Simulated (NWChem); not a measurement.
System: C4H3Br; SMILES C=C(C#C)Br

The following NWChem deck was run.

```
start job
memory heap 200 mb stack 900 mb global 1100 mb
geometry units angstroms noautosym nocenter noautoz
  C      1.128862     2.606047    -0.000897
  C      0.334125     1.693380    -0.000424
  C     -0.578775     0.611846    -0.000002
  C     -1.912203     0.714955     0.000051
  Br     0.246371    -1.142634     0.000223
  H      1.821719     3.416814    -0.001599
  H     -2.374611     1.697586     0.000049
  H     -2.556613    -0.156070     0.000111
end
basis spherical
  * library pcsseg-1
end
dft
  xc pbe0
  iterations 150
end
property
  shielding
end
task dft property
```

Parts of the log:

```
             Northwest Computational Chemistry Package (NWChem) 7.3.0
             --------------------------------------------------------

                             Geometry "geometry" -> ""
                             -------------------------

 Output coordinates in angstroms (scale by  1.889725989 to convert to a.u.)

  No.       Tag          Charge          X              Y              Z
 ---- ---------------- ---------- -------------- -------------- --------------
    1 C                    6.0000     1.12886200     2.60604700    -0.00089700
    2 C                    6.0000     0.33412500     1.69338000    -0.00042400
    3 C                    6.0000    -0.57877500     0.61184600    -0.00000200
    4 C                    6.0000    -1.91220300     0.71495500     0.00005100
    5 Br                  35.0000     0.24637100    -1.14263400     0.00022300
    6 H                    1.0000     1.82171900     3.41681400    -0.00159900
    7 H                    1.0000    -2.37461100     1.69758600     0.00004900
    8 H                    1.0000    -2.55661300    -0.15607000     0.00011100

 Effective nuclear repulsion energy (a.u.)     261.9638270784

                              NWChem Property Module
                              ----------------------

  itol2e modified to match energy
  convergence criterion.

                                 NWChem DFT Module
                                 -----------------

 Summary of "ao basis" -> "ao basis" (spherical)
 ------------------------------------------------------------------------------
       Tag                 Description            Shells   Functions and Types
 ---------------- ------------------------------  ------  ---------------------
 C                          pcsseg-1                 7       17   3s3p1d
 Br                         pcsseg-1                15       41   5s7p3d
 H                          pcsseg-1                 3        5   2s1p

  itol2e modified to match energy
  convergence criterion.

[...]

          -----------------------------------------
          Chemical Shielding Tensors (GIAO, in ppm)
          -----------------------------------------

                                NWChem CPHF Module
                                ------------------

  scftype          =     RHF
  nclosed          =       31
  nopen            =        0
  variables        =     2883
  # of vectors     =        3
  tolerance        = 0.10D-03
  level shift      = 0.00D+00
  max iterations   =       50
  max subspace     =       30

 SCF residual:    1.1764643355901354E-004

Iterative solution of linear equations
  No. of variables     2883
  No. of equations        3
  Maximum subspace       30
        Iterations       50
       Convergence  1.0D-04

   iter   nsub   residual    time
   ----  ------  --------  ---------
     1      3    5.68D-01     111.9
     2      6    5.27D-02     121.8
     3      9    3.17D-03     131.5
     4     12    3.33D-04     140.0
     5     15    2.66D-05     147.4

      Atom:    1  C
        Diamagnetic
    261.5294     18.2239     -0.0140
     18.2239    266.3856     -0.0156
     -0.0140     -0.0156    244.6082

        Paramagnetic
   -160.9051     52.8126     -0.0075
     52.8126   -131.4056     -0.0066
     -0.0075     -0.0066   -203.2142

        Total Shielding Tensor
    100.6243     71.0365     -0.0215
     71.0365    134.9800     -0.0222
     -0.0215     -0.0222     41.3940

           isotropic =      92.3328
          anisotropy =     147.8300

          Principal Components and Axis System
                 1           2           3
              190.8861     44.7182     41.3940

      1         0.6184      0.7858      0.0009
      2         0.7858     -0.6184     -0.0004
      3        -0.0002     -0.0009      1.0000

      Atom:    2  C
        Diamagnetic
    253.5586     28.0010     -0.0157
     28.0010    268.1611     -0.0195
     -0.0157     -0.0195    229.4646

        Paramagnetic
   -121.9789    119.5778     -0.0806
    119.5778    -89.1549     -0.0938
     -0.0806     -0.0938   -235.1227

        Total Shielding Tensor
    131.5797    147.5788     -0.0963
    147.5788    179.0062     -0.1133
     -0.0963     -0.1133     -5.6581

           isotropic =     101.6426
          anisotropy =     304.6834

          Principal Components and Axis System
                 1           2           3
              304.7649      5.8211     -5.6582

      1         0.6486      0.7611      0.0003
      2         0.7611     -0.6486      0.0004
      3        -0.0005      0.0000      1.0000

      Atom:    3  C
        Diamagnetic
    256.2661     -1.1994     -0.0009
     -1.1994    273.4826     -0.0064
     -0.0009     -0.0064    238.0970

        Paramagnetic
   -175.2236     -9.1143      0.0116
     -9.1143   -321.0231      0.0400
      0.0116      0.0400   -117.5489

        Total Shielding Tensor
     81.0425    -10.3137      0.0108
    -10.3137    -47.5405      0.0335
      0.0108      0.0335    120.5481

           isotropic =      51.3500
          anisotropy =     103.7971

          Principal Components and Axis System
                 1           2           3
              120.5481     81.8645    -48.3625

      1         0.0002      0.9968      0.0794
      2         0.0002     -0.0794      0.9968
      3         1.0000     -0.0002     -0.0002

      Atom:    4  C
        Diamagnetic
    270.2590     -5.0969     -0.0001
     -5.0969    255.2424     -0.0004
     -0.0001     -0.0004    242.2443

[...]
```

Level: PBE0/pcSseg-1, GIAO. The geometry was optimised at B3LYP/6-31G* (spherical d). The printed shielding anisotropy is the first printed principal value minus the mean of the other two.
